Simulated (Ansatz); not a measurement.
Ansatz (a program for electronic structure) input:

Ansatz 0.2 input:
```yaml
crystal:
  periodic: [false, false, false]
  atoms:
    - {symbol: Ga, position_ang: [0.01589304, 0.00805461, 0.00697694]}
    - {symbol: F, position_ang: [-0.15237825, 1.32156551, -1.15325879]}
    - {symbol: F, position_ang: [0.18512239, -1.30546980, 1.16696326]}
basis:
  gaussian:
    orbitals: def2-TZVP
hamiltonian:
  xc: b3lyp
  dispersion: d3bj
total_charge: 1
relax: {f_tol: 0.002, max_steps: 150}
```

Which total energy does the run end on?

-2124.38904 Eh (B3LYP-D3(BJ)/def2-TZVP). The basis has 110 functions.
